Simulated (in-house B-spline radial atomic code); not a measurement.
How G0W0 and RPA depend on the start: P⁵⁺

Configuration [He] 2s2 2p6. Computed with an all-electron radial atomic-structure program (B-spline basis): all electrons, non-relativistic, point nucleus, each spin shell either full or empty, empty states to l = 9 with an (l + 1/2)⁻⁴ tail; G0W0 by contour deformation at full frequency.

```json
{"start": "Hartree-Fock", "mean-field 2p (eV)": "-222.23", "G0W0 (eV)": "-220.92", "QP weight": "0.983", "RPA correlation (Eh)": "-0.56257"}
{"start": "LDA VWN5", "mean-field 2p (eV)": "-199.81", "G0W0 (eV)": "-220.56", "QP weight": "0.972", "RPA correlation (Eh)": "-0.61442"}
{"start": "PBE", "mean-field 2p (eV)": "-199.82", "G0W0 (eV)": "-220.34", "QP weight": "0.972", "RPA correlation (Eh)": "-0.61368"}
{"start": "PBE0", "mean-field 2p (eV)": "-205.77", "G0W0 (eV)": "?", "QP weight": "?", "RPA correlation (Eh)": "?"}
{"start": "r2SCAN", "mean-field 2p (eV)": "-202.03", "G0W0 (eV)": "-220.29", "QP weight": "0.974", "RPA correlation (Eh)": "-0.6037"}
{"start": "HSE06", "mean-field 2p (eV)": "-205.30", "G0W0 (eV)": "-220.52", "QP weight": "0.975", "RPA correlation (Eh)": "-0.60053"}
{"start": "B3LYP (VWN-RPA)", "mean-field 2p (eV)": "-204.83", "G0W0 (eV)": "-220.48", "QP weight": "0.975", "RPA correlation (Eh)": "-0.60291"}
{"start": "SCAN", "mean-field 2p (eV)": "-202.16", "G0W0 (eV)": "-220.22", "QP weight": "0.974", "RPA correlation (Eh)": "-0.6032"}
{"start": "TPSS", "mean-field 2p (eV)": "-200.37", "G0W0 (eV)": "-220.30", "QP weight": "0.972", "RPA correlation (Eh)": "-0.6099"}
{"start": "BHandHLYP", "mean-field 2p (eV)": "-211.73", "G0W0 (eV)": "-220.67", "QP weight": "0.978", "RPA correlation (Eh)": "-0.58697"}
{"start": "CAM-B3LYP", "mean-field 2p (eV)": "-206.79", "G0W0 (eV)": "?", "QP weight": "?", "RPA correlation (Eh)": "?"}
{"start": "LC-wPBE", "mean-field 2p (eV)": "-205.80", "G0W0 (eV)": "-220.69", "QP weight": "0.976", "RPA correlation (Eh)": "-0.60127"}
{"start": "wB97X", "mean-field 2p (eV)": "-207.20", "G0W0 (eV)": "-220.44", "QP weight": "0.977", "RPA correlation (Eh)": "-0.59636"}
{"start": "PBEsol", "mean-field 2p (eV)": "-199.58", "G0W0 (eV)": "-220.45", "QP weight": "0.972", "RPA correlation (Eh)": "-0.61371"}
{"start": "BLYP", "mean-field 2p (eV)": "-199.89", "G0W0 (eV)": "-220.29", "QP weight": "0.971", "RPA correlation (Eh)": "-0.61422"}
{"start": "r2SCAN0", "mean-field 2p (eV)": "-207.36", "G0W0 (eV)": "-220.47", "QP weight": "0.977", "RPA correlation (Eh)": "-0.59297"}
{"start": "LDA exchange-only", "mean-field 2p (eV)": "-197.51", "G0W0 (eV)": "-220.68", "QP weight": "0.971", "RPA correlation (Eh)": "-0.61459"}
```

Q: What G0W0 level, weight and RPA correlation energy follow from the CAM-B3LYP start?

A: G0W0 level -220.58 eV, weight 0.976, RPA correlation -0.5989 hartree.

Q: What G0W0 level, weight and RPA correlation energy follow from the PBE0 start?

A: G0W0 level -220.53 eV, weight 0.975, RPA correlation -0.59966 hartree.

Q: How much of the dependence on the start does G0W0 remove?

A: The mean-field levels span 24.7 eV and the G0W0 levels 0.707 eV. Against 220.43 ± 0.005 eV (NIST, semi-empirical) the G0W0 removal energies are off by -0.21 to +0.49 eV, with relativity, Breit and QED terms left out.
